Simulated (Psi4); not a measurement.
C2H6Cd (SMILES [CH3][Cd][CH3]), singlet, at a GFN2-xTB geometry (such geometries of metal compounds can be far from the true shape) (all electrons, no relativity); HF/3-21G run with Psi4 1.11.

Here is a job for Psi4.
```
memory 2 GB

molecule mol {
0 1
Cd   -0.008357    0.006779   -0.009003
C     1.729108    0.261992   -1.355271
H     2.438735   -0.556412   -1.227355
H     2.252224    1.195480   -1.145456
H     1.421098    0.278221   -2.400936
C    -1.688920   -0.294590    1.398563
H    -2.217754   -1.223441    1.182589
H    -2.408162    0.522432    1.337625
H    -1.326123   -0.346079    2.425912
}

set {
  basis 3-21g
  reference rhf
  scf_type pk
}

energy('scf')
print_variables()
```

The log (banner, timings and long lists left out):

```
   => Loading Basis Set <=

    Name: 3-21G
    Role: ORBITAL
    Keyword: BASIS

         ---------------------------------------------------------
                                   SCF
               by Justin Turney, Rob Parrish, Andy Simmonett
                          and Daniel G. A. Smith
                              RHF Reference
         ---------------------------------------------------------

  ==> Geometry <==

    Molecular point group: c1
    Full point group: C1

    Geometry (in Angstrom), charge = 0, multiplicity = 1:

       Center              X                  Y                   Z               Mass
    ------------   -----------------  -----------------  -----------------  -----------------
         CD          -0.006214842302     0.005041176570    -0.006694980570   113.903365090000
         C            1.731250157698     0.260254176570    -1.352962980570    12.000000000000
         H            2.440877157698    -0.558149823430    -1.225046980570     1.007825032230
         H            2.254366157698     1.193742176570    -1.143147980570     1.007825032230
         H            1.423240157698     0.276483176570    -2.398627980570     1.007825032230
         C           -1.686777842302    -0.296327823430     1.400871019430    12.000000000000
         H           -2.215611842302    -1.225178823430     1.184897019430     1.007825032230
         H           -2.406019842302     0.520694176570     1.339933019430     1.007825032230
         H           -1.323980842302    -0.347816823430     2.428220019430     1.007825032230

  Running in c1 symmetry.

  Rotational constants: A =      2.66516  B =      0.10434  C =      0.10431 [cm^-1]
  Rotational constants: A =  79899.41371  B =   3128.15289  C =   3127.03763 [MHz]
  Nuclear repulsion =  220.597484055015684

  Charge       = 0
  Multiplicity = 1
  Electrons    = 66
  Nalpha       = 33
  Nbeta        = 33

  ==> Algorithm <==

  SCF Algorithm Type is PK.
  DIIS enabled.
  MOM disabled.
  Fractional occupation disabled.
  Guess Type is SAD.
  Energy threshold   = 1.00e-06
  Density threshold  = 1.00e-06
  Integral threshold = 1.00e-12

  ==> Primary Basis <==

  Basis Set: 3-21G
    Blend: 3-21G
    Number of shells: 36
    Number of basis functions: 69
    Number of Cartesian functions: 69
    Spherical Harmonics?: false
    Max angular momentum: 2

  ==> Integral Setup <==

  Using in-core PK algorithm.
   Calculation information:
      Number of atoms:                   9
      Number of AO shells:              36
      Number of primitives:             69
      Number of atomic orbitals:        69
      Number of basis functions:        69

      Integral cutoff                 1.00e-12
      Number of threads:                 1

  Performing in-core PK
  Using 5834640 doubles for integral storage.
  We computed 177448 shell quartets total.
  Whereas there are 222111 unique shell quartets.

  ==> DiskJK: Disk-Based J/K Matrices <==

    J tasked:                  Yes
    K tasked:                  Yes
    wK tasked:                  No
    Schwarz Cutoff:          1E-12

  Minimum eigenvalue in the overlap matrix is 1.2362115605E-03.
  Reciprocal condition number of the overlap matrix is 2.5346086095E-04.
    Using symmetric orthogonalization.

  ==> Pre-Iterations <==

  SCF Guess: Superposition of Atomic Densities via on-the-fly atomic UHF (no occupation information).

   -------------------------
    Irrep   Nso     Nmo
   -------------------------
     A         69      69
   -------------------------
    Total      69      69
   -------------------------

  ==> Iterations <==

                        Total Energy        Delta E     RMS |[F,P]|

   @RHF iter SAD: -5513.69344242006537   -5.51369e+03   0.00000e+00
   @RHF iter   1: -5517.89775029973589   -4.20431e+00   2.57250e-02 ADIIS/DIIS
   @RHF iter   2: -5518.56307203323468   -6.65322e-01   1.79721e-02 ADIIS/DIIS
   @RHF iter   3: -5518.93340328039085   -3.70331e-01   1.59379e-03 ADIIS/DIIS
   @RHF iter   4: -5518.93857081364240   -5.16753e-03   2.50764e-04 ADIIS/DIIS
   @RHF iter   5: -5518.93889054760712   -3.19734e-04   8.74249e-05 DIIS
   @RHF iter   6: -5518.93894143900434   -5.08914e-05   2.08650e-05 DIIS
   @RHF iter   7: -5518.93894447317780   -3.03417e-06   2.21088e-06 DIIS
   @RHF iter   8: -5518.93894452277618   -4.95984e-08   4.77904e-07 DIIS
  Energy and wave function converged.

  ==> Post-Iterations <==

    Orbital Energies [Eh]
    ---------------------

    Doubly Occupied:

       1A   -949.915436     2A   -141.526503     3A   -131.253765
       4A   -131.253764     5A   -131.251803     6A    -27.736101
       7A    -23.294511     8A    -23.294508     9A    -23.287902
      10A    -16.111927    11A    -16.111927    12A    -16.106478
      13A    -16.106476    14A    -16.103510    15A    -11.120014
      16A    -11.119805    17A     -4.453894    18A     -2.957597
      19A     -2.957596    20A     -2.948526    21A     -0.898375
      22A     -0.884046    23A     -0.777424    24A     -0.777423
      25A     -0.769869    26A     -0.769857    27A     -0.756548
      28A     -0.514471    29A     -0.514461    30A     -0.508244
      31A     -0.508235    32A     -0.378549    33A     -0.326910

    Virtual:

      34A      0.064683    35A      0.065036    36A      0.074472
      37A      0.118946    38A      0.216452    39A      0.216842
      40A      0.239570    41A      0.371814    42A      0.371843
      43A      0.379607    44A      0.394483    45A      0.394487
      46A      0.453109    47A      0.487962    48A      0.863532
      49A      0.933344    50A      0.933613    51A      1.047297
      52A      1.047317    53A      1.106029    54A      1.156099
      55A      1.368308    56A      1.372142    57A      1.372157
      58A      1.387027    59A      1.387054    60A      1.494080
      61A      1.577552    62A      1.577594    63A      1.727632
      64A      1.727849    65A      1.747069    66A      2.150015
      67A      2.263403    68A      5.199907    69A    211.157466

    Final Occupation by Irrep:
              A
    DOCC [    33 ]
    NA   [    33 ]
    NB   [    33 ]

  @RHF Final Energy: -5518.93894452277618

   => Energetics <=

    Nuclear Repulsion Energy =            220.5974840550156841
    One-Electron Energy =               -8064.4797603259503376
    Two-Electron Energy =                2324.9433317481593804
    Total Energy =                      -5518.9389445227752731

Computation Completed

Properties will be evaluated at   0.000000,   0.000000,   0.000000 [a0]

Properties computed using the SCF density matrix

 Multipole Moments:

 ------------------------------------------------------------------------------------
     Multipole            Electronic (a.u.)      Nuclear  (a.u.)        Total (a.u.)
 ------------------------------------------------------------------------------------

 L = 1.  Multiply by 2.5417464519 to convert [e a0] to [Debye]
 Dipole X            :         -0.2963335            0.2671929           -0.0291406
 Dipole Y            :          0.2403730           -0.2167352            0.0236378
 Dipole Z            :         -0.3192282            0.2878361           -0.0313921
 Magnitude           :                                                    0.0489222

 ------------------------------------------------------------------------------------

  Variable Map:
  ----------------------------------------------------------------------------
  "CURRENT ENERGY"           =>   -5518.938944522776
  "CURRENT REFERENCE ENERGY" =>   -5518.938944522776
  "DD SOLVATION ENERGY"      =>       0.000000000000
  "HF KINETIC ENERGY"        =>    5499.305960485406
  "HF POTENTIAL ENERGY"      =>  -11018.244905008181
  "HF TOTAL ENERGY"          =>   -5518.938944522775
  "HF VIRIAL RATIO"          =>       2.003570083967
  "NUCLEAR REPULSION ENERGY" =>     220.597484055016
  "ONE-ELECTRON ENERGY"      =>   -8064.479760325950
  "PCM POLARIZATION ENERGY"  =>       0.000000000000
  "PE ENERGY"                =>       0.000000000000
  "SCF ITERATION ENERGY"     =>   -5518.938944522776
  "SCF ITERATIONS"           =>       8.000000000000
  "SCF TOTAL ENERGY"         =>   -5518.938944522776
  "TWO-ELECTRON ENERGY"      =>    2324.943331748159

  Array Variable Map:
  ----------------------------------------------------------------------------
  "CURRENT DIPOLE"           =>      -0.029140553784 ... -0.031392139358 1 by 3
  "SCF DIPOLE"               =>      -0.029140553784 ... -0.031392139358 1 by 3
  "SCF TOTAL ENERGIES"       =>   -5513.693442420065 ... -5518.938944522776 1 by 9
```
